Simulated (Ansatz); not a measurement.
Isolated molecules relaxed with PBE0-D4/def2-TZVP in Ansatz; ΔE leaves out vibrations. CCSD(T)/CBS adds triple-zeta CCSD(T) − MP2 to the extrapolated MP2 energy (def2 sets, frozen cores). DFT in def2-TZVPP. B3LYP here is the variant with VWN-RPA as its local correlation; programs differ in this. One conformer a species, not always the lowest.

`[SiH3]C#CS[SiH3]` + `CO[SiH2][AlH2]` → `[AlH2][SiH2]O[SiH3]` + `CC#CS[SiH3]`  (redistribution)

| level | ΔE (kcal/mol) | difference from CCSD(T)/CBS |
| --- | --- | --- |
| PBE0-D4 | -31.6 | 0.8 |
| B3LYP-D4 | -31.9 | 0.5 |
| ωB97X-V | -32.1 | 0.3 |
| ωB97M-V | -32.3 | 0.1 |
| B2PLYP | -32.3 | 0.1 |
| PBE | -29.7 | 2.7 |
| r2SCAN | -31.7 | 0.7 |
| PBE0 | -31.6 | 0.8 |
| B3LYP | -32.0 | 0.4 |
| HF/def2-TZVPP | -35.1 | -2.7 |
| SCS-MP2/def2-TZVPP | -32.5 | -0.1 |
| CCSD(T)/def2-TZVPP | -31.7 | 0.7 |
| MP2/def2-QZVPP | -33.4 | -1.0 |
| SCS-MP2/def2-QZVPP | -33.1 | -0.7 |
| MP2/CBS(def2) | -33.6 | -1.2 |
| CCSD/CBS(def2) | -33.3 | -0.9 |
| CCSD(T)/CBS | -32.4 | 0 |

Largest T1 diagnostic among the species: 0.013.

In def2-TZVPP, CCSD(T) changes the Hartree–Fock value by +3.4 kcal/mol (the triples alone add +0.9 kcal/mol) and MP2 by +2.2 kcal/mol. From PBE to PBE0 (25 % exact exchange), in def2-TZVPP and without D4, ΔE moves by −1.9 kcal/mol.
